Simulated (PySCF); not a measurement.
# C₆ coefficients of unlike pairs at B97-3

Calculated with PySCF 2.14 from the dipole response of each species, C₆(A,B) = (3/π) ∫ α_A(iu) α_B(iu) du, in atomic units, from isotropic polarisabilities. For ions this is the dispersion term alone; charge-induced terms of lower order in 1/R come first.

```tsv
species	configuration	basis	relativity	α (bohr³)	C₆ (like pair)
Br²⁺	[Ar] 3d10 4s2 4p3 (4S)	aug-cc-pVQZ-PP with one added diffuse shell each of s, p, d, f, g type with ECP10MDF (8s7p6d4f3g)	core potential	8.261	39.43
Pd	[Kr] 4d10 (1S)	x2c-QZVPPall with one added diffuse shell each of s, p, d, f, g type (14s9p8d5f3g)	spin-free X2C	26.90	192.6
O	[He] 2s2 2p4 (3P)	dyall-acv3z (15s9p4d2f)	none	5.099	15.36
```

**Question.** Estimate C₆ for O with Pd.

**Answer.** The integral gives 52.59. The combination rule 2 C_A C_B / (C_A α_B/α_A + C_B α_A/α_B) gives 50.33 and the geometric mean 54.39.

No spin-orbit coupling is included.

The other pairs:

| pair | C₆ |
| --- | --- |
| O, Br²⁺ | 24.57 |
| Pd, Br²⁺ | 84.58 |
